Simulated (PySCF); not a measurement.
CH5Cl2NSi, SMILES C[Si](Cl)(Cl)N. Coordinates come from a PBE-D3(BJ)/def2-SVP optimisation. This is a generated structure with no PubChem entry under its InChIKey; it may be hypothetical. One conformer was computed; it need not be the lowest.

Method: PBE-D3(BJ)/def2-SVP in PySCF.

Harmonic wavenumbers (cm⁻¹): 130, 146, 158, 207, 223, 246, 279, 445, 463, 551, 702, 735, 785, 856, 881, 1223, 1375, 1378, 1488, 2984, 3085, 3099, 3478, 3575. Rotational constants (GHz): 2.560, 1.831, 1.563; symmetry number 1.

**Question.** Work out the zero-point energy and the ideal-gas rigid-rotor harmonic-oscillator thermochemistry at 298.15 K and 1 atm.

**Answer.** ZPE = ½ Σ hcν = ½ × 28490 cm⁻¹ = 170.41 kJ/mol. H − E(el) = 193.81 kJ/mol. Entropy in J/(mol K): translation 169.46, rotation 117.88, vibration 78.90, total 366.24. G − E(el) = 84.62 kJ/mol. Cp = 119.18 J/(mol K). Modes under 150 cm⁻¹ make the vibrational entropy uncertain.
